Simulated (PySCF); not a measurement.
**Do core-level shifts follow atomic charges?**

Species: C₅H₁₂BFO.
Atom-mapped SMILES: `[BH3-:1][O+:2]1[CH2:3][CH2:4][CH2:5][C@H:6]1[CH2:7][F:8]`

Binding energies: delta-SCF UKS SCAN, pcX-2 on the ionised atom, pcseg-1 elsewhere, spin-free X2C in PySCF 2.14.0. Charges: PBE0/pcSseg-1 ground-state density, for the ionised atom.

| atom | environment | C 1s (eV) | Mulliken (e) | IAO (e) | Hirshfeld (e) | ESP (e) |
| --- | --- | --- | --- | --- | --- | --- |
| C5 | ring CH2 carbon | 291.55 | -0.237 | -0.272 | -0.068 | -0.260 |
| C4 | ring CH2 carbon | 291.69 | -0.258 | -0.267 | -0.066 | -0.037 |
| C6 | sp3 carbon bound to oxygen | 292.91 | -0.006 | +0.071 | +0.060 | +0.321 |
| C3 | sp3 carbon bound to oxygen | 292.98 | +0.103 | -0.055 | +0.033 | -0.099 |
| C7 | sp3 C–F carbon | 293.46 | +0.250 | +0.042 | +0.024 | -0.002 |

Problem. How well does each charge scheme correlate with the binding energies over these sites?

Solution. Mulliken: r = 0.98, slope 3.8 eV per e; IAO: r = 0.94, slope 4.8 eV per e; Hirshfeld: r = 0.90, slope 12.8 eV per e; ESP: r = 0.50, slope 2.0 eV per e. Mulliken charges have the highest r, on only 5 points.

Problem. The point-charge model writes a binding energy as kq + V + constant, with V the potential of the other atoms' charges at the site. What does it give with the Hirshfeld charges?

Solution. V = Σ 14.40 eV Å × q/r over all other atoms: +1.96 eV at C5, +2.04 eV at C4, +0.22 eV at C6, +0.82 eV at C3, +0.53 eV at C7. Fitting binding energy − V to q gives k = 26.7 eV per e and leaves an rms residual of 0.41 eV, against 0.33 eV for the fit on q alone. The model has no term for differences in relaxation between sites.

Isolated species at its PBE0-D3(BJ)/def2-SVP geometry (one conformer only).
